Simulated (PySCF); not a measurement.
PySCF input file for C₄H₅FO₂, SMILES C[C@H]1OC=C(F)O1, HF/pcSseg-1. The structure is a stationary point at PBE-D3(BJ)/def2-SVP. The structure was generated by enumeration; whether it is a known compound was not checked. Other conformers were not sampled.

```python
import numpy as np
from pyscf import gto, scf, dft
from pyscf.prop.nmr import rhf as nmr

mol = gto.M(
    atom='''
    C    -2.15646482    0.09467991   -0.12079520
    C    -0.93505747   -0.57600528    0.48374215
    O    -0.24014357   -1.36900448   -0.49278509
    C     0.84760368   -0.58578395   -0.87835519
    C     0.96960921    0.43622512   -0.01207289
    F     1.85030465    1.41356407    0.07374422
    O     0.00638088    0.42036130    0.95758652
    H    -1.85228721    0.73522027   -0.97200989
    H    -2.86133449   -0.67653623   -0.48744643
    H    -2.66659593    0.71899749    0.63827844
    H    -1.19783785   -1.22821113    1.34442642
    H     1.44127150   -0.89709655   -1.74047130
    ''',
    basis='pcSseg-1',
    charge=0,
    spin=0,
    max_memory=1600,
    verbose=3,
)
mf = scf.RHF(mol)
mf.conv_tol = 1e-10
mf.max_cycle = 100
mf.kernel()
n = nmr.NMR(mf)
n.verbose = 2
n.max_cycle_cphf = 60
sigma = n.kernel()
print('atom   isotropic/ppm   span/ppm')
for i, s in enumerate(sigma):
    w = np.linalg.eigvalsh((s + s.T) / 2)
    print(f'{mol.atom_symbol(i):2s}{i + 1:3d} {w.mean():14.3f} {w[2] - w[0]:11.3f}')
```

Log of the run:

```
converged SCF energy = -403.422262473353
atom   isotropic/ppm   span/ppm
C   1        168.741      40.652
C   2         93.088      46.871
O   3        284.828     136.139
C   4         83.010     103.222
C   5         26.316     151.879
F   6        361.622      58.578
O   7        225.916     133.275
H   8         29.400       8.456
H   9         30.276      10.852
H  10         30.226      10.565
H  11         26.000       6.255
H  12         25.198       4.543
```

The calculation finished and met its thresholds.

Cost: about 21 core-seconds (a rough figure).
